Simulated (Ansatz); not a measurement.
Geometry optimisation, Ansatz, RKS PBE0/def2-SVP.

Input file:

```yaml
crystal:
  periodic: [false, false, false]
  atoms:
    - { symbol: Ga, position_ang: [0.059562, -0.68567, -0.280863] }
    - { symbol: C, position_ang: [-0.104783, 0.026563, 2.813696] }
    - { symbol: H, position_ang: [-0.965693, 0.237381, 3.460888] }
    - { symbol: H, position_ang: [0.831318, 0.079576, 3.393071] }
    - { symbol: H, position_ang: [-0.070425, 0.792485, 2.018258] }
    - { symbol: H, position_ang: [1.497974, -0.060967, -0.312916] }
    - { symbol: H, position_ang: [-1.20256, 0.136318, -0.729626] }
    - { symbol: P, position_ang: [-0.240968, -2.822953, 0.50647] }
    - { symbol: H, position_ang: [-1.054895, -3.277701, -0.579597] }
    - { symbol: H, position_ang: [0.975311, -3.378327, 0.000475] }
    - { symbol: H, position_ang: [-0.210442, -0.991505, 2.391844] }
basis:
  gaussian: { orbitals: def2-SVP }
hamiltonian:
  xc: pbe0
relax:
  f_tol: 0.03
  max_steps: 50
output:
  orbitals: {}
```

Command:

```bash
$ ansatz run input.yaml --threads 2 --pin off --max-ram 3072MiB --backend cpu --events-out ev --progress --plain --runs-dir out
```

Where does it end, and by what steps?

It converged. The force dipped under the threshold on the way, but the program's further checks kept it going. After 10 steps the energy has fallen by 0.064 eV; H10 moved furthest, 0.46 Å.

```json
{"step": "0", "energy less start (eV)": "0.0000", "largest force component (eV/Å)": "0.471", "accepted": "yes"}
{"step": "1", "energy less start (eV)": "-0.0467", "largest force component (eV/Å)": "0.151", "accepted": "yes"}
{"step": "2", "energy less start (eV)": "-0.0251", "largest force component (eV/Å)": "0.494", "accepted": "no"}
{"step": "3", "energy less start (eV)": "-0.0566", "largest force component (eV/Å)": "0.086", "accepted": "yes"}
{"step": "4", "energy less start (eV)": "-0.0586", "largest force component (eV/Å)": "0.165", "accepted": "yes"}
{"step": "5", "energy less start (eV)": "-0.0624", "largest force component (eV/Å)": "0.097", "accepted": "yes"}
{"step": "6", "energy less start (eV)": "-0.0632", "largest force component (eV/Å)": "0.074", "accepted": "yes"}
{"step": "7", "energy less start (eV)": "-0.0632", "largest force component (eV/Å)": "0.074", "accepted": "yes"}
{"step": "8", "energy less start (eV)": "-0.0631", "largest force component (eV/Å)": "0.147", "accepted": "no"}
{"step": "9", "energy less start (eV)": "-0.0641", "largest force component (eV/Å)": "0.018", "accepted": "yes"}
{"step": "10", "energy less start (eV)": "-0.0643", "largest force component (eV/Å)": "0.026", "accepted": "yes"}
```

```xyz
11
Properties=species:S:1:pos:R:3
Ga 0.111 -0.822 -0.202
C -0.141 0.186 2.899
H -0.914 0.452 3.633
H 0.857 0.314 3.340
H -0.242 0.853 2.028
H 1.548 -0.195 -0.131
H -1.151 0.044 -0.554
P -0.170 -3.074 0.278
H -1.089 -3.319 -0.786
H 0.984 -3.515 -0.436
H -0.278 -0.868 2.613
```

Whether the end is a true minimum wasn't checked by a vibrational analysis.

The run took 31 s on 2 threads of Arm Neoverse V1 (shared host), peak memory 0.23 GiB.
